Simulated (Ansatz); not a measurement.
Geometry optimisation, Ansatz, RKS PBE/def2-SVP.

Input file:

```yaml
crystal:
  periodic: [false, false, false]
  atoms:
    - { symbol: Si, position_ang: [-0.23116, -0.100288, 0.217511] }
    - { symbol: O, position_ang: [-0.242761, -0.346705, 1.874757] }
    - { symbol: Si, position_ang: [-1.384708, -0.123341, 3.098908] }
    - { symbol: H, position_ang: [-2.677605, -0.812586, 2.756336] }
    - { symbol: H, position_ang: [-0.806215, -0.711288, 4.350345] }
    - { symbol: H, position_ang: [-1.651242, 1.341214, 3.301187] }
    - { symbol: Cl, position_ang: [1.521406, 0.775421, -0.408149] }
    - { symbol: H, position_ang: [-1.326093, 0.870934, -0.119599] }
    - { symbol: O, position_ang: [-0.597983, -1.5422, -0.566814] }
    - { symbol: H, position_ang: [-1.255023, -1.436015, -1.278263] }
    - { symbol: O, position_ang: [1.617219, -2.219662, 0.854274] }
    - { symbol: H, position_ang: [0.888274, -2.639243, 0.354758] }
    - { symbol: H, position_ang: [1.186791, -2.025342, 1.724346] }
basis:
  gaussian: { orbitals: def2-SVP }
hamiltonian:
  xc: pbe
relax:
  f_tol: 0.03
  max_steps: 50
```

Run as:

```bash
$ ansatz run input.yaml --threads 4 --pin off --max-ram 5120MiB --backend cpu --events-out ev --progress --plain --runs-dir out
```

Problem. Where does it end, and by what steps?

Solution. The run converged. After 34 steps the energy has fallen by 0.487 eV; H10 moved furthest, 1.54 Å.

```
step  energy less start (eV)  largest force component (eV/Å)  accepted
   0                  0.0000                           0.580       yes
   2                 -0.0168                           0.479       yes
   4                 -0.0369                           0.165       yes
   6                 -0.0471                           0.256       yes
   8                 -0.0674                           0.144       yes
  10                 -0.0829                           0.069       yes
  12                 -0.0877                           0.075       yes
  14                 -0.0889                           0.289       yes
  16                 -0.1034                           0.152       yes
  18                 -0.1149                           0.299       yes
  20                 -0.1454                           0.956       yes
  22                 -0.2117                           1.953       yes
  24                 -0.3954                           0.308       yes
  26                 -0.4508                           0.259       yes
  28                 -0.4694                           0.217       yes
  30                 -0.4813                           0.395       yes
  32                 -0.4866                           0.070       yes
  34                 -0.4872                           0.023       yes
```

```xyz
13
Properties=species:S:1:pos:R:3
Si -0.599 0.008 0.082
O -0.860 -0.679 1.597
Si -1.390 -0.140 3.110
H -2.767 -0.677 3.373
H -0.437 -0.661 4.147
H -1.415 1.363 3.149
Cl 1.206 1.054 0.268
H -1.672 0.973 -0.279
O -0.504 -1.178 -1.051
H 0.100 -1.903 -0.720
O 1.069 -2.675 0.557
H 0.464 -2.359 1.263
H 1.846 -2.093 0.666
```

Whether the end is a true minimum wasn't checked by a vibrational analysis.

The run took 67 s on 4 threads of Arm Neoverse V1, on a shared host, peak memory 0.19 GiB.
